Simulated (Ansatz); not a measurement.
`FCCCOCF` + HCl → `FCOCCCl` + `CF`  (substitution at a C–C bond)

Computed with Ansatz on PBE0-D4/def2-TZVP structures; ΔE is electronic, products minus reactants. CCSD(T)/CBS adds triple-zeta CCSD(T) − MP2 to the extrapolated MP2 energy (def2 sets, frozen cores). This one scheme is used for every species. DFT in def2-TZVPP. B3LYP here is the variant with VWN-RPA as its local correlation; programs differ in this. Each species was taken in one conformer, which may not be the lowest.

```csv
level,ΔE (kcal/mol),difference from CCSD(T)/CBS
PBE-D4,8.4,-0.8
r2SCAN-D4,8.9,-0.3
PBE0-D4,8.8,-0.4
B3LYP-D4,8.2,-1.0
ωB97X-V,9.2,0.0
ωB97M-V,9.4,0.2
B2PLYP,8.2,-1.0
PBE,7.8,-1.4
r2SCAN,8.7,-0.5
PBE0,8.3,-0.9
B3LYP,7.4,-1.8
HF/def2-TZVPP,7.1,-2.1
MP2/def2-TZVPP,9.5,0.3
SCS-MP2/def2-TZVPP,8.7,-0.5
CCSD/def2-TZVPP,9.8,0.6
CCSD(T)/def2-TZVPP,9.9,0.7
HF/def2-QZVPP,6.9,-2.3
MP2/def2-QZVPP,9.0,-0.2
SCS-MP2/def2-QZVPP,8.3,-0.9
HF/CBS(def2),6.9,-2.3
MP2/CBS(def2),8.8,-0.4
CCSD/CBS(def2),9.1,-0.1
CCSD(T)/CBS,9.2,0
```

Largest T1 diagnostic among the species: 0.011.

The D4 term adds +0.8 kcal/mol with B3LYP and +0.5 kcal/mol with PBE0; it sums over pairs of atoms, weighted by their polarisabilities, and B3LYP, whose exchange is more repulsive, gets the larger term. In def2-TZVPP, CCSD(T) changes the Hartree–Fock value by +2.8 kcal/mol (the triples alone add +0.0 kcal/mol) and MP2 by +2.4 kcal/mol.
